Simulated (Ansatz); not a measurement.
SiH2Me(NCO) (C₂H₅NOSi), relaxed as a singlet with RKS PBE-D4/def2-SVP in Ansatz, starting from the GFN2-xTB geometry. Force threshold 0.02 eV/Å.

Start:

```xyz
10

Si   -0.7497   -0.2775    0.0544
H    -1.5460   -0.5035   -1.1537
H    -1.3772   -0.8564    1.2427
C    -0.3072    1.5476    0.2887
H    -1.1936    2.1408    0.4937
H     0.1665    1.9598   -0.5985
H     0.3801    1.6838    1.1195
N     0.7572   -1.0960   -0.1348
C     1.5290   -1.9190   -0.4978
O     2.3410   -2.6796   -0.8141
```

```csv
step,energy (eV),largest force component (eV/Å),SCF passes
1,-13553.9880,2.630,26
2,-13554.1404,0.343,29
3,-13554.1476,0.181,31
4,-13554.1498,0.698,28
5,-13554.1559,0.051,30
6,-13554.1575,0.087,28
7,-13554.1588,0.090,28
8,-13554.1590,0.022,29
9,-13554.1590,0.003,30
```

Force components are those of the run's own axes.

End:

```xyz
10

Si   -0.7772   -0.2659    0.0494
H    -1.7172   -0.4177   -1.1143
H    -1.4363   -0.8112    1.2859
C    -0.2816    1.5301    0.2858
H    -1.1785    2.1507    0.4889
H     0.2152    1.9254   -0.6228
H     0.4160    1.6383    1.1403
N     0.6321   -1.2273   -0.2730
C     1.5918   -1.9230   -0.5064
O     2.5358   -2.5995   -0.7340
```

By distances, no bond broke or formed. The bond that changes most is Si1–H3, from 1.46 to 1.50 Å (atoms count from 1).

No frequencies were taken in this run, so the end may be a saddle point.

It took 35 s on 4 threads of Intel Xeon on a shared host.
